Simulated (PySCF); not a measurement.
**Cl2Ir⁺: a base run and its variants**

Base input, run as `OMP_NUM_THREADS=1 python input.py` with PySCF 2.14:

```python
from pyscf import gto, scf, mp

mol = gto.M(
    atom='Ir 0.193 -0.0006 0; Cl -0.546 0.0017 1.9838; Cl -0.546 0.0017 -1.9838',
    basis='sbkjc',
    ecp={'Ir': 'sbkjc', 'Cl': 'sbkjc'},
    charge=1,
    spin=0,
    verbose=3,
)
mf = scf.RHF(mol)
mf.kernel()
mp.MP2(mf).kernel()
mf.dip_moment()
print('orbital energies (hartree):', mf.mo_energy[..., max(0, mol.nelec[1]-3):mol.nelec[0]+3].round(4))
```

Base result: E(SCF) = -132.913748 Eh, E(MP2) − E(SCF) = -0.27645 Eh. The dipole of an ion depends on the origin.

Run time: 1.5 s on 1 thread of Arm Neoverse N1 (shared host), peak memory 0.12 GiB.

Each row names what differs from the base; energies in brackets are changes from the base.

| change | result | wall time (s) |
| --- | --- | --- |
| charge: 1 → 2; spin (2S): 0 → 1; SCF type: RHF → UHF | not converged: SCF | 2.3 |
| geometry: coordinates × 1 → coordinates × 0.93 | E(SCF) = -132.860941 Eh (+1.4369 eV), E(MP2) − E(SCF) = -0.27686 Eh | 1.4 |
| density fitting: none → auto | E(SCF) = -132.912725 Eh (+0.0278 eV), E(MP2) − E(SCF) = -0.27630 Eh | 1.2 |
| functional: none (Hartree–Fock) → revtpss; SCF type: RHF → RKS; step after the SCF: mp2 → analyze | not converged: SCF | 22 |
| step after the SCF: mp2 → polarizability | E(SCF) = -132.913748 Eh (+0.0000 eV), α(xx, yy, zz) = 31.9, 26.6, 83.7 bohr³ | 1.5 |
| functional: none (Hartree–Fock) → bhandhlyp; SCF type: RHF → RKS; step after the SCF: mp2 → analyze | E(SCF) = -134.007845 Eh | 4.4 |
| second-order solver: off → on | E(SCF) = -132.913748 Eh (+0.0000 eV), E(MP2) − E(SCF) = -0.27645 Eh | 1.6 |
| spin (2S): 0 → 1 [unsound on purpose] [runs as restricted open-shell] | stops with RuntimeError (Electron number 30 and spin 1 are not consistent) | 0.81 |
| geometry: coordinates × 1 → coordinates × 1.5 [stretched restricted solution, likely unstable] | E(SCF) = -132.670096 Eh (+6.6301 eV), E(MP2) − E(SCF) = -0.44680 Eh | 1.5 |

Task: Order these changes by how far they move the SCF energy from the base, largest first: (1) density fitting: none → auto; (2) geometry: coordinates × 1 → coordinates × 0.93; (3) geometry: coordinates × 1 → coordinates × 1.5.

Result: (3) +6.6301 eV, (2) +1.4369 eV, (1) +0.0278 eV.
